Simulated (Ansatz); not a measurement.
One change: `OBCCO` becomes `OCC[AsH2]`.

Ansatz, PBE0-D4/def2-TZVP geometries, multiplicity 1. Each molecule was computed in one conformer, which needn't be the lowest.

Scalar relativity is left out up to krypton.

```tsv
property	`OBCCO`
LUMO energy (PBE/def2-TZVPP) / eV	-1.12
HOMO–LUMO gap (PBE/def2-TZVPP) / eV	4.93
size of the dipole moment (B3LYP/def2-TZVPP) / D	2.21
HOMO energy (PBE/def2-TZVPP) / eV	-6.05
HOMO–LUMO gap (PBE0/def2-TZVPP) / eV	7.61
HOMO energy (PBE0/def2-TZVPP) / eV	-7.72
```

Give the same properties after the change, and the shifts. (An estimate is asked.)

The calculation gave: 
```json
{"property": "LUMO energy (PBE/def2-TZVPP) / eV", "`OCC[AsH2]`": "-0.18", "shift": "0.94"}
{"property": "HOMO–LUMO gap (PBE/def2-TZVPP) / eV", "`OCC[AsH2]`": "5.76", "shift": "0.83"}
{"property": "size of the dipole moment (B3LYP/def2-TZVPP) / D", "`OCC[AsH2]`": "2.21", "shift": "0.00"}
{"property": "HOMO energy (PBE/def2-TZVPP) / eV", "`OCC[AsH2]`": "-5.94", "shift": "0.11"}
{"property": "HOMO–LUMO gap (PBE0/def2-TZVPP) / eV", "`OCC[AsH2]`": "7.70", "shift": "0.09"}
{"property": "HOMO energy (PBE0/def2-TZVPP) / eV", "`OCC[AsH2]`": "-7.06", "shift": "0.66"}
```

With PBE0 the HOMO rises by 0.66 eV and the LUMO rises by 0.76 eV, so the gap widens by about 0.10 eV. PBE moves the HOMO by 0.11 eV and ωB97M-V by 0.93 eV. Dipoles are sizes alone; their direction can turn.

B3LYP here is the variant with VWN-RPA as its local correlation; programs differ in this.
